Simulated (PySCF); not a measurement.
VO₂Cl, SMILES [O]=[V](=[O])[Cl], multiplicity 1. Heavy atoms are numbered as in [V:1](=[O:2])(=[O:3])[Cl:4].

Geometry: PBE0-D3(BJ)/def2-SVP. The multiplicity is an assumed one; other spin states were not compared.

Calculation: PySCF with PBE/pcSseg-2.

GIAO shieldings, no solvent; atoms alike by connectivity are averaged. δ = σ(ref) − σ: ¹⁷O against H2O (σ = 327.5 ppm); ³⁵Cl against HCl (σ = 936.5 ppm), references at their B3LYP-D3(BJ)/def2-TZVP geometries, non-relativistic (without spin–orbit terms, shifts of atoms bonded to Cl or Br come out too high).

```tsv
nucleus	atoms	count	δ (ppm)
¹⁷O	O2	2	1328.0
³⁵Cl	Cl4	1	597.3
```
